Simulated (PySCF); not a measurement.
## From computed data to an observable: oscillator strength and radiative lifetime

Be(I)(OMe) (CH3BeIO), SMILES C[O][Be][I].

The structure is a stationary point at PBE0-D3(BJ)/def2-SVP. The def2 effective core potentials stand for the cores of I; spin–orbit coupling is left out. The values are those of a single conformer.

TDDFT-M06-2X/def2-SVPD (PySCF) puts the first singlet state with f over 0.02 at 6.20 eV (vertical), with the transition dipole (0.258, -0.563, -0.024) in atomic units.

Find the oscillator strength, the wavelength and the radiative lifetime that this transition would have in vacuum if emission retraced absorption.


|μ|² = 0.3841 au, so |μ| = 1.58 D. ΔE = 6.20/27.211 = 0.2278 hartree. f = (2/3) ΔE |μ|² = 0.058 (the program prints 0.058).
λ = 1239.84/6.20 = 200 nm; ν = 50006 cm⁻¹.
Einstein's coefficient A = 0.6670 ν² f s⁻¹ (ν in cm⁻¹) = 9.7e7 s⁻¹, so τ = 1/A = 10 ns. This state is S1. The figure is the radiative limit of this one transition; relaxation, internal conversion, crossing to triplets and a medium change what is measured.
